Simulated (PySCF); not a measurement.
**Exercise with solution: dipole moment from atomic charges**

TiOF₂, SMILES [O]=[Ti]([F])[F], multiplicity 1. Atoms are numbered in the order given.

```xyz
4

Ti     0.1267    -0.0324     0.0000
O     -0.1161    -1.6075     0.0000
F     -0.1033     0.7540     1.5782
F     -0.1033     0.7540    -1.5782
```

Geometry: B3LYP-D3(BJ)/def2-SVP. The spin state was assumed, not searched.

Charges (e) from PBE/def2-TZVPD run with PySCF:

```csv
atom,ESP fit,IAO
Ti1,1.526,1.446
O2,-0.603,-0.483
F3,-0.461,-0.482
F4,-0.461,-0.482
```

The dipole moment of the full density is 2.17 D.

### Question
What dipole moment does each set of point charges give, and which comes closer to that of the density?

### Answer

μ = Σ q r, and 1 e Å = 4.8032 D.
ESP fit: Σ q r = (0.359, 0.225, 0.000) e Å, |μ| = 2.03 D.
IAO: Σ q r = (0.339, 0.003, 0.000) e Å, |μ| = 1.63 D.
ESP fit comes closer in size. Point charges leave out the atoms' own dipoles (lone pairs, polarised bonds); fits to the potential absorb them, partitions of the density don't.
